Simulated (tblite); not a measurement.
Start geometry of `C[S@@](=O)c1cc[n-]c1` from a force field or distance geometry (Å):
```
atom  x, y, z in Å
C1     2.2781    0.3605    0.8333
S2     1.3243    0.3240   -0.7090
O3     1.8922   -0.8622   -1.5194
C4    -0.3892   -0.0406   -0.3925
C5    -1.3826    0.8880   -0.1324
C6    -2.5687    0.2000    0.0511
N7    -2.2884   -1.0945   -0.0734
C8    -0.9914   -1.2858   -0.3277
H9     2.0865    1.3367    1.3151
H10    1.9720   -0.4531    1.5262
H11    3.3312    0.2329    0.5617
H12   -1.2232    1.9476   -0.1127
H13   -3.5156    0.7025    0.2754
H14   -0.5259   -2.2565   -0.4777
```

What comes out of this run: tblite 0.8.0, GFN2-xTB geometry optimisation, gas phase?

```
atom  x, y, z in Å
C1     2.0784    0.2844    0.8136
S2     1.3720    0.3462   -0.9239
O3     1.9637   -0.8359   -1.6012
C4    -0.2896   -0.0186   -0.4741
C5    -1.2640    0.9687   -0.2181
C6    -2.3906    0.2677    0.1499
N7    -2.1843   -1.0706    0.1361
C8    -0.9140   -1.2402   -0.2415
H9     1.5900    1.0624    1.3898
H10    1.8618   -0.6932    1.2299
H11    3.1509    0.4532    0.7664
H12   -1.1342    2.0368   -0.2968
H13   -3.3574    0.6623    0.4318
H14   -0.4836   -2.2237   -0.3439
```

The energy falls by 49.0 kJ/mol over 76 L-BFGS steps, the largest force on an atom goes from 3.03 to 0.009 eV/Å, and the atoms move by 0.267 Å rms after alignment. The bond that changes most is C1–S2 (S-methyl carbon to sulfinyl sulfur), which lengthens by 0.063 Å. Bonds longer at the end by more than 0.005 Å: 5 of 14; shorter: 8. Among the angles that change most is C1–S2–C4, from 111.0° to 96.4°. Among the dihedrals that turn most is H11–C1–S2–O3, from 45° to 66°. Rotational constants go from 4158, 1148, 1035 to 4010, 1185, 1102 MHz. The orientation of the end geometry is arbitrary; only internal coordinates are fixed.

The run took 0.7 s on one thread of an Arm Neoverse N1, on a shared host.

Its GFN2-xTB frequencies are all real (lowest 31 cm⁻¹). 3 starts were optimised and ended at 0.00, 0.41 and 0.44 kcal/mol (GFN2-xTB); the lowest of these is shown.

One conformer stands for the species.

All values are computed, not measured.
